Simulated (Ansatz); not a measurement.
All numbers were calculated with Ansatz.

C2H6O2Si, SMILES `C1OC[SiH2]O1`. The species carries charge 0 and has multiplicity 1. The geometry is a stationary point of PBE0-D4/def2-TZVP.

```xyz
11

C    -0.899   -0.095    1.105
O    -1.269    0.423   -0.142
C    -0.101    0.761   -0.892
Si    1.046   -0.663   -0.398
O     0.160   -1.013    0.961
H    -1.772   -0.605    1.514
H    -0.579    0.715    1.780
H     0.289    1.743   -0.589
H    -0.387    0.813   -1.942
H     1.075   -1.818   -1.329
H     2.437   -0.261   -0.068
```

(1) What is the dipole moment at r2SCAN/def2-TZVPP? (An estimate is asked.)

(2) And with PBE, B3LYP, ωB97M-V? (An estimate is asked.)

(3) Give the Mulliken charges with r2SCAN, ωB97M-V, PBE in def2-TZVPP. (An estimate is asked.)

Results:

(1) The calculation gave: 1.22 D, with components (0.61, 0.95, -0.46) D in this frame, pointing from negative to positive charge.

(2) The calculation gave: PBE 1.18 D, B3LYP 1.28 D, ωB97M-V 1.29 D.

(3) The calculation gave: 
| atom | r2SCAN | ωB97M-V | PBE |
| --- | --- | --- | --- |
| C1 | 0.27 | 0.11 | 0.12 |
| O2 | -0.31 | -0.29 | -0.24 |
| C3 | -0.07 | -0.21 | -0.12 |
| Si4 | 0.49 | 0.42 | 0.39 |
| O5 | -0.42 | -0.39 | -0.33 |
| H6 | 0.05 | 0.11 | 0.09 |
| H7 | 0.03 | 0.10 | 0.06 |
| H8 | 0.06 | 0.12 | 0.08 |
| H9 | 0.07 | 0.13 | 0.10 |
| H10 | -0.09 | -0.04 | -0.07 |
| H11 | -0.09 | -0.05 | -0.08 |

B3LYP here is the variant with VWN-RPA as its local correlation; programs differ in this.
